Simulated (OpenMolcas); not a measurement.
## Cu6+: effect of the basis set

```json
{
 "Program": "OpenMolcas 26.06",
 "Method": "SS-CASPT2, IPEA 0.25 Eh, imaginary shift 0.1 Eh (closed shells correlated: 3s 3p)",
 "Active space": "5 electrons in 5 orbitals (3d)",
 "State averaging": "2S+1 = 6 even, 1 root; 2S+1 = 4 even, 24 roots; 2S+1 = 2 even, 75 roots",
 "Spin-orbit coupling": "state interaction with AMFI integrals over the reference wave functions, term energies averaged over their components"
}
```

A. ANO-RCC-VDZP [5s4p2d1f], DKH2, point nucleus; CASPT2 step roughly 6 core-seconds
B. ANO-L-VTZP [6s5p3d2f1g], non-relativistic, point nucleus; CASPT2 step about 30 core-seconds
C. ANO-RCC-VTZP [6s5p3d2f1g], DKH2, point nucleus; CASPT2 step about 19 core-seconds
D. ANO-R2 [6s4p4d2f1g], X2C, finite nucleus; CASPT2 step about 14 core-seconds
E. ANO-RCC-VQZP [7s6p4d3f2g1h], DKH2, point nucleus; CASPT2 step of the order of 40 core-seconds
F. ANO-R3 [7s5p5d3f2g1h], X2C, finite nucleus; CASPT2 step about 90 core-seconds

Energies in cm⁻¹ above 3d⁵ ⁶S_5/2, the measured ground level; measured values from the list in Gamrath, thesis, University of Mons (2023).

```
               Level      A      B      C      D      E      F  Measured
          3d⁵ ⁶S_5/2    0.0    0.0    0.0    0.0    0.0    0.0       0.0
          3d⁵ ⁴G_5/2  50080  48030  47750  48210  47700  47440          
          3d⁵ ⁴G_7/2  50220  48160  47880  48330  47820  47570          
         3d⁵ ⁴G_11/2  50260  48210  47920  48370  47860  47610          
          3d⁵ ⁴G_9/2  50300  48240  47950  48400  47890  47650          
          3d⁵ ⁴P_5/2  54260  52550  52390  52980  52390  52100     50732
          3d⁵ ⁴P_3/2  54560  52870  52690  53280  52680  52400     51067
          3d⁵ ⁴P_1/2  54890  53240  53060  53640  53030  52760     51407
          3d⁵ ⁴D_7/2  59990  57530  57220  57720  57160  56900     55742
          3d⁵ ⁴D_1/2  60350  57910  57580  58080  57510  57260     56210
          3d⁵ ⁴D_3/2  60590  58190  57860  58350  57780  57540     56428
          3d⁵ ⁴D_5/2  60620  58240  57910  58400  57830  57580     56427
         3d⁵ ²I_11/2  73250  70290  69890  70600  69780  69400     67757
         3d⁵ ²I_13/2  73580  70620  70200  70900  70070  69700     67918
3d⁵ ²D_5/2(1) [65 %]  75960  73470  73230  74060  73210  72780          
       3d⁵ ²D_3/2(1)  77450  74890  74590  75380  74540  74150     72227
       3d⁵ ²F_7/2(1)  80060  77440  77170  77980  77110  76690     74408
          3d⁵ ⁴F_9/2  81640  78550  78160  78840  78110  77750     75930
   3d⁵ ⁴F_5/2 [65 %]  81640  78700  78320  79010  78260  77890     76019
          3d⁵ ⁴F_7/2  81900  78850  78460  79130  78390  78040     76349
          3d⁵ ⁴F_3/2  82480  79450  79040  79700  78950  78610     76886
   3d⁵ ²H_9/2 [66 %]  86910  83730  83310  84160  83260  82810     80717
         3d⁵ ²H_11/2  88220  85150  84710  85550  84610  84180     81954
       3d⁵ ²G_7/2(1)  89280  85720  85210  85990  85130  84720     82746
```

Deviations, from unrounded energies. A percentage is the sum of absolute deviations over the sum of measured energies, with the sign that they share, or ± where signs differ.

```
                        Against measurement  Levels     A     B     C     D     E     F
             mean absolute deviation (cm-1)      18  5000  2400  2000  2700  2000  1600
other terms of the ground configuration (%)      18  +7.5  +3.6  +3.0  +4.0  +2.9  +2.4
```

F lies closest to measurement on these levels and A furthest from it. The largest miss of F in the table is 3d⁵ ²F_7/2(1), by +2300 cm-1. The ranking rests on the paired levels alone, and a cruder setting can come out closer through cancelling errors.

Among A to F the level of the table that moves most is 3d⁵ ²G_7/2(1), by 4600 cm-1 (lowest in F, highest in A). Moves below CASPT2's spread within the term are not significant.

CASPT2 breaks the degeneracy within a term, and the mean is taken; among the terms shown or strongly mixed into the levels shown the widest spread is 170 cm-1 (3d⁵ ⁴F, F). The basis is small and was not contracted for so high a charge (holds for A). Some levels mix across a computed gap that differs much from the measured one, so their mixing is not that of the real levels (holds for B; C; D; E; F). Computed and measured levels are paired by configuration, term and J; levels that our copy of the source lacks, or whose pairing is in doubt (as where it misses far off the trend of its configuration), stay unpaired and out of the deviations. Only configurations of the active space appear. Levels that lie high or do not pair safely by name in every column are left out.

A share in square brackets marks a mixed level and gives the weight of the term that names it, the lowest over the columns. A number in round brackets counts repeated terms of one configuration in the order of the reference energies.
